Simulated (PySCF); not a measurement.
H3O3Sn, charge +1, singlet, geometry from GFN2-xTB (such geometries of metal compounds can be far from the true shape) (core potentials on Sn). Base run: PySCF with TPSS/def2-SVP.

The PySCF input:
```python
from pyscf import gto, scf, dft

mol = gto.M(
    atom='''
Sn    0.019422   -0.007141   -0.004427
O     1.669592   -0.376531   -0.741890
H     1.965869    0.020640   -1.580091
O    -0.415834   -0.820580    1.577137
H    -1.290427   -0.624364    1.967327
O    -1.304591    1.114475   -0.669367
H    -1.239878    1.621844   -1.492950
''',
    basis='def2-svp',
    ecp={'Sn': 'def2-svp'},
    charge=1,
    spin=0,
    verbose=4,
    symmetry=True,
)

mf = dft.RKS(mol)
mf.xc = 'tpss'
mf.kernel()
mf.analyze()
```

Variants of this job, named by their change:

| change | ΔE vs base (eV) | point group used | SCF cycles | outcome |
|---|---|---|---|---|
| base | 0.00 | Cs | 11 | converged |
| irrep_nelec = A':38 A":10 | - | - | 50 | not converged |
| symmetry = off | 0.00 | C1 | 11 | converged |
| irrep_nelec = A':34 A":14 | - | - | 37 | not converged |
